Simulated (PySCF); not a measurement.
# F$_{2}$Li$_{2}$

Geometry:
| atom | x (Å) | y (Å) | z (Å) |
| --- | --- | --- | --- |
| Li1 | 0.729 | 0.639 | 0.611 |
| F2 | 0.170 | 0.753 | -0.988 |
| Li3 | -0.729 | -0.640 | -0.611 |
| F4 | -0.170 | -0.752 | 0.988 |

Level of theory: PySCF, GIAO B3LYP/def2-SVP magnetisability, rotational g tensor and spin-rotation constants, non-relativistic, gas phase. Geometry: GFN2-xTB.

The bonding changed while the geometry was optimised; results refer to the coordinates, not to the name.

Problem. How diamagnetic is it, and how anisotropic?

Solution. Isotropic -358 × 10⁻³⁰ J/T², or -21.6 × 10⁻⁶ cm³/mol; principal values -393, -354, -327 × 10⁻³⁰ J/T², anisotropy 57 × 10⁻³⁰ J/T² (root of half the summed squared differences of the principal values). The susceptibility is in cgs units.

Problem. Split it along the inertial axes a, b, c into diamagnetic and paramagnetic parts about the centre of mass, with the quadrupole moment.

Solution. 
```tsv
axis	χ (10⁻⁶ cm³/mol)	diamagnetic (10⁻⁶ cm³/mol)	paramagnetic (10⁻⁶ cm³/mol)	summed x² of all electrons (Å²)	quadrupole Θ (D Å)
a	-23.7	-48.7	25.0	33.4	-15.98
b	-21.3	-154.2	132.8	8.5	+16.24
c	-19.7	-177.9	158.2	2.9	-0.27
```
Anisotropies 2χaa − χbb − χcc = -6.3 and 2χbb − χaa − χcc = +0.7 × 10⁻⁶ cm³/mol. Θ is traceless in Buckingham's convention.

Problem. And the rotational g tensor?

Solution. 
```csv
axis,rotational constant (GHz),g,nuclear part,electronic part
a,27.4127,+0.1087,0.4307,-0.3220
b,8.4651,-0.0511,0.4772,-0.5283
c,6.4678,-0.0145,0.4662,-0.4807
```
Asymmetric top; isotopes 19F, 7Li; no vibrational averaging.
